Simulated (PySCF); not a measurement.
# Spinor energies of Cu⁺ (copper, charge +1)

Start: [Ar] 3d10. Calculated with PySCF 2.14 in x2c-TZVPall-2c with one added diffuse shell each of s, p, d type (7s8p5d1f, 63 functions): generalised Hartree-Fock with the X2C-1e Hamiltonian and a Gaussian nucleus; one run each with spin-orbit coupling (SO) switched off, then screened by Boettger's factors.

| spinor shell | electrons | ε, spin-free (eV) | ε, screened SO (eV) | weight of nominal j (screened SO) | rms radius, screened SO (bohr) |
| --- | --- | --- | --- | --- | --- |
| 1s1/2 | 2 | -9056.2 | -9056.1 | 1.000 | 0.0601 |
| 2s1/2 | 2 | -1142.1 | -1142.1 | 1.000 | 0.254 |
| 2p1/2 | 2 | -982.73 | -996.84 | 1.000 | 0.226 |
| 2p3/2 | 4 | -982.73 | -975.88 | 1.000 | 0.229 |
| 3s1/2 | 2 | -148.97 | -148.96 | 1.000 | 0.767 |
| 3p1/2 | 2 | -100.29 | -102.19 | 1.000 | 0.812 |
| 3p3/2 | 4 | -100.29 | -99.368 | 1.000 | 0.823 |
| 3d3/2 | 4 | -21.881 | -22.098 | 1.000 | 1.13 |

Question: Where does 3d5/2 lie, and what is the 3d spin-orbit splitting (screened SO)?

Answer: At -21.738 eV, 0.360 eV above 3d3/2.

```csv
quantity,spin-free,screened SO
E (hartree),-1652.86839,-1652.90924
M_J,0,0
⟨J²⟩,0.000,0.000
⟨L²⟩,0.000,0.002
⟨S²⟩,0.000,0.002
```

Without spin-orbit coupling the j labels of p, d and f shells carry no meaning; the spin-free column gives the mean over the occupied spinors of each nl shell.
